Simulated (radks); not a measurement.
Charge is removed step by step from the 3s1/2 level of the argon ion Ar3+, starting from [Ne] 3s2 3p3. Method: Dirac Kohn-Sham, PBE, spin-unpolarised, spherical densities, finite nucleus; open shells fill j = l - 1/2 first; Fermi nuclear charge, rms radius 3.4274 fm; computed with a radial shooting solver on a logarithmic mesh with Libxc functionals.

removed (e)  E - E(0) (eV)  eigenvalue (eV)  E minus straight line (eV)
0                    0.000          -65.552                       0.000
0.25                16.893          -69.603                      -1.541
0.5                 34.806          -73.704                      -2.063
0.75                53.749          -77.855                      -1.553
1                   73.737          -82.052                       0.000

Removing the whole electron costs 73.737 eV by Delta-SCF, against 65.552 eV from minus the eigenvalue at the starting occupation. Slater's transition state (half an electron removed) gives 73.704 eV. Integrating minus the eigenvalue over the occupation (Janak's theorem) gives 73.737 eV. The mean slope of the eigenvalue, de/dn, is 16.5 eV per electron.
